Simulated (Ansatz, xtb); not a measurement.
**A geometry optimisation of FGaH3In with r2SCAN-D4/def2-SVP**

The starting geometry of this gas-phase singlet was built from a drawn formula by distance geometry; its bonds are those of `[F][InH][GaH2]`.

```yaml
atoms:
  - { symbol: F, position_ang: [-1.8859, 1.5600, -3.3243] }
  - { symbol: Ga, position_ang: [0.8768, -1.1980, -1.1693] }
  - { symbol: In, position_ang: [-0.1603, 0.7961, -2.8648] }
  - { symbol: H, position_ang: [1.1472, 1.8637, -3.4817] }
  - { symbol: H, position_ang: [1.1371, -0.4996, 0.0562] }
  - { symbol: H, position_ang: [-0.2513, -1.9386, -1.1121] }
```

Q: Where would you expect an optimisation with r2SCAN-D4/def2-SVP to take it?

A: It keeps its bonds, and is `[F][InH][GaH2]`. Distances that change by over a tenth: Ga2–H6 (1.35 → 1.57 Å).

The energy falls by 2.21 eV over 13 steps:

```tsv
step	E − E(last) (eV)
1	2.210
2	0.891
4	0.069
5	0.044
6	0.032
8	0.008
9	0.005
10	0.001
12	0.000
13	0.000
```

Final geometry (Å):

```xyz
6

F    -1.7052    1.6577   -2.8532
Ga    0.4162   -0.8962   -1.0553
In    0.1490    0.9535   -2.8821
H     1.0195    1.7945   -4.1210
H     0.8574   -0.5246    0.4032
H     0.1264   -2.4013   -1.3875
```

From the same start GFN2-xTB ends elsewhere, differing in F1–Ga2 (1.76 against 3.78 Å here), F1–In3 (3.33 against 1.98 Å here).

No frequencies were run, so the end isn't proven a minimum. Atoms past krypton carry core potentials, without spin–orbit terms. Run with Ansatz 0.2.0, 78 s on 1 thread of Arm Neoverse N1, with other jobs on the host.
